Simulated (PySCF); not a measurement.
Ge(H)(NHMe)3, C₃H₁₃GeN₃, SMILES C[NH][GeH]([NH]C)[NH]C, singlet, GFN2-xTB optimised geometry.

```
20

Ge     0.45    -0.22     0.00
N     -0.45    -1.12     1.31
C     -0.33    -2.55     1.50
N      0.02     1.56     0.00
C     -1.36     2.02     0.05
N     -0.04    -1.10    -1.50
C      0.39    -0.68    -2.82
H      1.97    -0.22     0.00
H     -0.48    -0.64     2.21
H      0.54    -2.84     2.10
H     -1.23    -2.93     2.00
H     -0.25    -3.02     0.53
H      0.62     2.16     0.54
H     -1.77     2.05     1.06
H     -1.43     3.02    -0.39
H     -1.97     1.34    -0.54
H     -1.00    -1.43    -1.52
H     -0.21     0.13    -3.24
H      0.35    -1.53    -3.51
H      1.42    -0.34    -2.75
```

Density from PySCF 2.14.0 with PBE0/def2-SVP at that geometry.

Minimum of the electron density along straight lines between bonded atoms, close to the bond critical point (lines longer than 1.1 times the sum of covalent radii, or with two minima, are not listed):

```json
[
 {"bond": "Ge1–N2", "length / Å": "1.831", "ρ at the minimum / e bohr⁻³": "0.140", "∇²ρ there / e bohr⁻⁵": "0.42", "position (fraction from the first atom)": "0.47"},
 {"bond": "N2–C3", "length / Å": "1.453", "ρ at the minimum / e bohr⁻³": "0.265", "∇²ρ there / e bohr⁻⁵": "-0.73", "position (fraction from the first atom)": "0.61"},
 {"bond": "Ge1–N4", "length / Å": "1.829", "ρ at the minimum / e bohr⁻³": "0.140", "∇²ρ there / e bohr⁻⁵": "0.43", "position (fraction from the first atom)": "0.47"},
 {"bond": "N4–C5", "length / Å": "1.450", "ρ at the minimum / e bohr⁻³": "0.267", "∇²ρ there / e bohr⁻⁵": "-0.75", "position (fraction from the first atom)": "0.61"},
 {"bond": "Ge1–N6", "length / Å": "1.813", "ρ at the minimum / e bohr⁻³": "0.145", "∇²ρ there / e bohr⁻⁵": "(withheld)", "position (fraction from the first atom)": "0.47"},
 {"bond": "N6–C7", "length / Å": "1.451", "ρ at the minimum / e bohr⁻³": "0.266", "∇²ρ there / e bohr⁻⁵": "-0.74", "position (fraction from the first atom)": "0.61"},
 {"bond": "Ge1–H8", "length / Å": "1.518", "ρ at the minimum / e bohr⁻³": "0.138", "∇²ρ there / e bohr⁻⁵": "(withheld)", "position (fraction from the first atom)": "0.59"},
 {"bond": "N2–H9", "length / Å": "1.011", "ρ at the minimum / e bohr⁻³": "0.333", "∇²ρ there / e bohr⁻⁵": "-1.51", "position (fraction from the first atom)": "0.76"},
 {"bond": "C3–H10", "length / Å": "1.095", "ρ at the minimum / e bohr⁻³": "0.276", "∇²ρ there / e bohr⁻⁵": "-1.01", "position (fraction from the first atom)": "0.62"},
 {"bond": "C3–H11", "length / Å": "1.093", "ρ at the minimum / e bohr⁻³": "0.278", "∇²ρ there / e bohr⁻⁵": "-1.02", "position (fraction from the first atom)": "0.63"},
 {"bond": "C3–H12", "length / Å": "1.087", "ρ at the minimum / e bohr⁻³": "0.282", "∇²ρ there / e bohr⁻⁵": "-1.07", "position (fraction from the first atom)": "0.63"},
 {"bond": "N4–H13", "length / Å": "1.009", "ρ at the minimum / e bohr⁻³": "0.334", "∇²ρ there / e bohr⁻⁵": "-1.51", "position (fraction from the first atom)": "0.76"},
 {"bond": "C5–H14", "length / Å": "1.096", "ρ at the minimum / e bohr⁻³": "0.276", "∇²ρ there / e bohr⁻⁵": "-1.00", "position (fraction from the first atom)": "0.62"},
 {"bond": "C5–H15", "length / Å": "1.093", "ρ at the minimum / e bohr⁻³": "0.278", "∇²ρ there / e bohr⁻⁵": "-1.02", "position (fraction from the first atom)": "0.63"},
 {"bond": "C5–H16", "length / Å": "1.089", "ρ at the minimum / e bohr⁻³": "0.280", "∇²ρ there / e bohr⁻⁵": "-1.05", "position (fraction from the first atom)": "0.63"},
 {"bond": "N6–H17", "length / Å": "1.011", "ρ at the minimum / e bohr⁻³": "0.333", "∇²ρ there / e bohr⁻⁵": "-1.51", "position (fraction from the first atom)": "0.76"},
 {"bond": "C7–H19", "length / Å": "1.093", "ρ at the minimum / e bohr⁻³": "0.278", "∇²ρ there / e bohr⁻⁵": "-1.02", "position (fraction from the first atom)": "0.63"},
 {"bond": "C7–H20", "length / Å": "1.089", "ρ at the minimum / e bohr⁻³": "0.280", "∇²ρ there / e bohr⁻⁵": "-1.05", "position (fraction from the first atom)": "0.63"}
]
```

### Question
Some entries are withheld; supply them.

### Answer

- Ge1–N6, ∇²ρ there / e bohr⁻⁵: 0.46
- Ge1–H8, ∇²ρ there / e bohr⁻⁵: 0.05
